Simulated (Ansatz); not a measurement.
Potential energy curve for NaN, lowest singlet found (which spin is the ground state isn't settled by this scan).

Method: full CI/aug-cc-pVDZ, frozen core run with Ansatz (a program for electronic structure).

Question: Relative to R = 2.26 Å, what are the energies at R = 2.16, 2.48, 2.68, 6.86 Å?

Answer: 1.2 mEh at 2.16 Å, 3.7 mEh at 2.48 Å, 10.6 mEh at 2.68 Å, 64.9 mEh at 6.86 Å.

The scan ran from 1.70 to 8.08 Å; beyond the distances shown full CI changes its symmetry label.
